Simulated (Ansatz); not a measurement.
Basis-set series for H$_{6}$NOSbSi (`N[SiH](O)[SbH2]`). Total charge 0; spin multiplicity 1. Sb: def2 effective core potential. The structure was optimised at the PBE0-D4/def2-TZVP level. It is one conformer, not always the lowest.

```tsv
functional	basis	functions	energy (Eh)	HOMO (eV)	LUMO (eV)
PBE0-D4	def2-SVP	102	-662.93869	-6.49	0.17
PBE0-D4	def2-QZVPP	446	-663.24440	-6.66	-0.22
ωB97M-V	def2-SVP	102	-663.07428	-8.48	2.03
ωB97M-V	def2-QZVPP	446	-663.38589	-8.67	1.27
```

Give the rows for def2-TZVPP. (An estimate is asked.)

Computed: 
```
functional       basis  functions  energy (Eh)  HOMO (eV)  LUMO (eV)
   PBE0-D4  def2-TZVPP        238   -663.22412      -6.63      -0.09
   ωB97M-V  def2-TZVPP        238   -663.36648      -8.64       1.60
```

Positive LUMOs are unbound and depend on the basis.
